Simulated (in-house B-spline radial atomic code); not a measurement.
Ca. Computed with a B-spline radial atomic code. Model: non-relativistic spherical atom: semilocal Troullier-Martins pseudo-atom, one channel per l, against all electrons, high spin, G0W0 and RPA with empty states to l = 8, local potential for every l without a channel, a model core (radius 0 = none) keeps its share of the functional.

What the tables leave out is listed at the end.

The pseudopotential gives back the lowest level of each angular momentum of its own functional in the configuration it was made in; a second state of the same l is only approximately right. Exact exchange, RPA and GW see the smooth pseudo-orbitals and miss the exchange with the core, for which the functional's share stands in. The column with an uncorrelated core keeps all orbitals and exact exchange, and so separates missing core correlation from pseudisation. Only the three outermost levels and the lowest empty one were computed. RPA here is direct RPA, with no exchange kernel, and its energies carry an (l + 1/2)⁻⁴ tail. A hybrid on a potential with a model core restores only its own semilocal share of the core's exchange.

Command:
```bash
python run_psgw.py task.json out
```
Settings (lengths in bohr, energies in hartree):
```
Z                      20
electrons              20
configuration          [Ar] 4s2
generated_in           [Ar] 4s2
functional             lda,vwn
core_shells            4
radius_factor          0.9
core_correction        True
ion_configuration      [Ar] 4s1
```

Time taken, with all properties: 50 s on 1 thread of Arm Neoverse N1, with other jobs on the host.

Given: made with LDA VWN5; model core radius 0.649 bohr; local radius 1.254 bohr; mean-field start LDA VWN5.

Valence shells of the generating configuration: 3p, 4s.

Channel: s 3.01, p 0.944, d 2.16 (radii in bohr).

Computed: largest level miss in the spin-unpolarised generating configuration 0 eV; valence RPA correlation energy all-electron orbitals -0.42003 hartree; valence RPA correlation energy pseudo -0.55867 hartree; all-electron RPA polarisability, core included 106.69 bohr³; pseudo-atom RPA polarisability 106.83 bohr³; ionisation by RPA all-electron 6.4839 eV; ionisation by RPA pseudo minus all 0.161 eV.

```
level  occupied  mean-field all-electron (eV)  mean-field pseudo minus all (eV)  G0W0 all-electron (eV)  G0W0 uncorrelated core minus all (eV)  G0W0 pseudo minus all (eV)  exchange self-energy all-electron (eV)  exchange self-energy pseudo (eV)
   4s         1                        -3.848                                 0                 -6.1207                                  0.007                      -0.192                                 -7.3426                           -7.0886
```

(1) What is the ionisation by mean-field all-electron?

(2) What is the ionisation by mean-field pseudo minus all?

Given: mean-field start PBE0.

Computed: valence RPA correlation energy all-electron orbitals -0.37971 hartree; valence RPA correlation energy pseudo -0.51481 hartree; pseudo-atom RPA polarisability 91.148 bohr³; ionisation by mean-field all-electron 5.9937 eV; ionisation by RPA all-electron 6.3208 eV; ionisation by RPA pseudo minus all 0.15 eV.

```tsv
level	occupied	mean-field all-electron (eV)	mean-field pseudo minus all (eV)	G0W0 all-electron (eV)	G0W0 uncorrelated core minus all (eV)	G0W0 pseudo minus all (eV)	exchange self-energy all-electron (eV)	exchange self-energy pseudo (eV)
4s	1	-4.3174	-0.051	-6.2082	0.009	-0.18	-7.0913	-7.1072
4p (empty)	0	-0.98514	0.082	-0.14619	0.01	0.082	-1.4317	-1.1642
```

(3) What is the ionisation by mean-field pseudo minus all?

(4) What is the all-electron RPA polarisability, core included?

Answers

(1) 6.2109 eV.

(2) -0.005 eV.

(3) 0.069 eV.

(4) 95.336 bohr³.

Among the listed levels the largest G0W0 shift of the pseudo-atom is -0.19 eV, for 4s on the LDA VWN5 start, while leaving the core uncorrelated moves that level by +0.01 eV. So pseudisation and the lost core exchange, not the missing core correlation, make the error. Not in the tables (levels of low weight, unsolved or above zero; the highest and the empty levels are kept at any weight): on LDA the G0W0 levels 3p (pseudo minus all +0.65 eV, weights 0.06 and 0.06), 3d (pseudo minus all +0.20 eV, weights 0.29 and 0.39); on PBE0 the G0W0 levels 3p (pseudo minus all +1.55 eV, weights 0.55 and 0.52); no Hartree-Fock pseudo-atom is run with a model core.
